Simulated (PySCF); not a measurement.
## A search over the determinants of TaN

Unrestricted PBE0; Ta def2-TZVPPD with ECP60, N def2-TZVPPD; scalar-relativistic core potentials (PySCF 2.14). Outer shells of the fragments: Ta 5d3 6s2; N 2s2 2p3.

Followed along the bond (rough minima from three points):

```tsv
2Ms+1	unpaired	⟨S²⟩ at the start	R at minimum (Å)	Te (eV)
1	none	0.00	1.67	0.00
3	σ ↑, δ ↑	2.65	1.68	0.03
1	σ ↓, δ ↑	1.43	1.67	0.67
5	σ ↑, π ↑, δ ↑↑	6.04	1.82	2.01
1	π ↓, δ ↑	1.17	1.81	2.08
3	σ ↑, π ↓, δ ↑↑	3.21	1.84	2.15
```

Solutions found at the starting distance of 2.015 Å, counted from the lowest of them; the search is not exhaustive and high or unbound solutions are not listed, so other states can lie among these:

```tsv
2Ms+1	unpaired	term	E (eV)	⟨S²⟩	⟨Lz²⟩	μ (D)
3	σ ↑, δ ↑	mixed	0.00	2.65	4.00	-5.41
1	none	¹Σ⁺	0.51	0.00	0.00	-4.81
5	σ ↑, π ↑, δ ↑↑	⁵Π	0.78	6.04	1.08	-5.21
3	σ ↑, π ↓, δ ↑↑	mixed	0.79	3.21	1.01	-4.93
1	σ ↓, δ ↑	mixed	0.84	1.43	4.00	-4.96
1	π ↓, δ ↑	mixed	0.92	1.17	5.09	-3.60
3	π ↑, δ ↑	mixed	0.94	2.02	5.06	-3.75
3	δ ↑↑	mixed	1.13	3.11	0.00	-4.30
5	σ ↑↑, δ ↑↑	⁵Σ⁻	1.46	6.13	0.00	-4.89
5	σ ↑, π ↑↑, δ ↑	mixed	1.49	6.04	6.03	-4.27
5	σ ↑, π ↑↑, δ ↑	mixed	1.50	6.05	6.03	-4.26
5	σ ↑, π ↑↑, δ ↑	mixed	1.89	6.01	5.90	-4.37
5	σ ↑, π ↑↑, δ ↑	mixed	1.93	6.01	5.98	-4.28
```

A term symbol is given only where ⟨S²⟩ and ⟨Lz²⟩ are close to those of a pure state; real π, δ and φ orbitals otherwise mix terms. A positive dipole means Ta(−)N(+).

Spin–orbit coupling is left out.
